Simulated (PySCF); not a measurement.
C₃H₈OSi₂. Atoms are numbered in the order given.

```xyz
14

O      2.7652     1.0078     0.9706
Si     2.4624    -0.3768     0.0896
C      0.6677    -0.6143    -0.1821
C     -0.5306    -0.7639    -0.3663
C     -1.9626    -0.8833    -0.5616
Si    -2.8719     0.7281    -0.0863
H      2.3307     1.8137     0.6673
H      3.0150    -1.4933     0.8939
H      3.1213    -0.3344    -1.2481
H     -2.3739    -1.7069     0.0486
H     -2.1975    -1.1177    -1.6150
H     -2.6244     1.0351     1.3491
H     -4.3346     0.5443    -0.3152
H     -2.3719     1.8470    -0.9321
```

Geometry: B3LYP-D3(BJ)/def2-SVP. The structure was generated by enumeration, and PubChem lists no compound with its InChIKey, so it may never have been made. The values are those of a single conformer.

Method: PySCF with SMD-M06-2X/6-31G*.

Solvation free energies are E(SMD) − E(gas) at the gas-phase geometry, for 1 M in both phases. In vacuum the dipole moment is 2.70 D.

**Question.** Estimate the solvation free energies in water, diethylether, toluene. (Estimate from the structure and the level; the computed values follow.)

**Answer.** 
| solvent | ΔG(solv) (kcal/mol) | its non-electrostatic (CDS) part | dipole (D) |
|---|---|---|---|
| water | -3.3 | 5.3 | 3.61 |
| diethylether | -4.9 | -1.3 | 3.19 |
| toluene | -3.6 | -1.2 | 3.03 |
